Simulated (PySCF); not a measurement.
Job for PySCF: R-BP86/6-31G* on CH4OSi (SMILES CO[SiH]), a point of a bond scan (R = 2.711 Å).

```python
from pyscf import gto, scf, dft, mp
from pyscf.data.elements import chemcore

mol = gto.M(
    atom='''
    Si   -0.40795220   -0.67898645    0.91806636
    H    -1.98695574   -1.57053240   -1.09780801
    O     0.45056196    0.41925112    0.04651040
    C     0.38283843    0.78205128   -1.32615327
    H     0.15320104    1.84590433   -1.40103075
    H     1.35331237    0.59928607   -1.78972690
    H    -0.38646891    0.20274464   -1.84347312
    ''',
    basis='6-31g*',
    cart=True,
    charge=0, spin=0, verbose=3, max_memory=1800)
mf = dft.RKS(mol, xc='b88,p86')
mf.conv_tol = 1e-8
mf.max_cycle = 100
mf.kernel()
if not mf.converged:
    mf = mf.newton().run(mf.mo_coeff, mf.mo_occ)
```

**Question.** Give the final energy of this run.

**Answer.** -405.1302 hartree.
